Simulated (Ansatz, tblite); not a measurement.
Cost and result up the ladder for diborane tri F (B₂H₃F₃) (8 atoms). Charge 0, multiplicity 1. Geometry: r2SCAN-D4/def2-SVP.

```xyz
8

B     0.338    0.831    0.063
F     0.571    1.317    1.278
F     0.602    1.567   -1.016
H     0.918   -0.405   -0.121
B    -0.341   -0.839   -0.069
F    -0.573   -1.498    1.077
H    -0.569   -1.322   -1.147
H    -0.946    0.349   -0.065
```

Ansatz on 4 threads of Arm Neoverse V1 on a shared host; xTB runs through tblite on one thread. Times are rough, summed over both states, and most runs start from the orbitals of an earlier one. PBE0-D4/def2-TZVP serves as the yardstick here, not as an exact answer. The other state is a triplet.

The xTB rows come from tblite. HOMO above LUMO, or a gap near zero within one spin, warns that the state may not be the lowest or that an electron is smeared out.

xTB has no spin-polarisation term.

```csv
level,functions,wall time,vertical triplet (eV),difference from PBE0-D4/def2-TZVP (eV),remarks
GFN2-xTB,23,0.007 s,6.74,-1.27,–
GFN1-xTB,26,0.052 s,7.88,-0.13,–
PBE-D4/def2-TZVP,173,4 s,7.45,-0.56,gap within one spin near zero (triplet)
r2SCAN-D4/def2-TZVP (with forces),173,7.9 s,7.75,-0.26,–
PBE0-D4/def2-TZVP,173,8.3 s,8.01,0.00,–
```
